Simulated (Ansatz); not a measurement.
Consider the formal exchange of groups at the Si–Si bond: `[SiH3][SiH2][GeH2][GeH2][SiH2][SiH3]` + GeH₄ → `[SiH3][SiH2][GeH2][GeH2][SiH2][GeH3]` + SiH₄.

Computed with Ansatz on PBE0-D4/def2-TZVP structures; ΔE is electronic, products minus reactants. CCSD(T)/CBS is the MP2 limit (def2-TZVPP, def2-QZVPP) plus CCSD(T) − MP2 in def2-TZVPP, frozen cores. This one scheme is used for every species. DFT in def2-TZVPP. B3LYP here is the variant with VWN-RPA as its local correlation; programs differ in this. For Ge outer-core shells are correlated without core-valence functions, which leaves a few kJ/mol of doubt a bond. Scalar relativity is left out up to krypton. Each species was taken in one conformer, which may not be the lowest.

| level | ΔE (eV) |
| --- | --- |
| B3LYP | -0.16 |
| BHLYP | -0.17 |
| HF/def2-SVP | -0.15 |
| HF/CBS(def2) | -0.16 |

What does CCSD(T)/CBS give? (Best estimate.)

The calculation gave: -0.18 eV. The listed levels differ from it by 0.02, 0.01, 0.03, 0.02 eV.

Largest T1 diagnostic among the species: 0.013.

At CCSD(T), def2-SVP lies +0.03 eV from the extrapolated value and def2-TZVPP −0.01 eV. Leaving LDA and LC-ωPBE aside and taking each functional with its dispersion term where it has one, the values, not all of them listed here, spread over 0.11 eV, from B2PLYP to B97M-V.
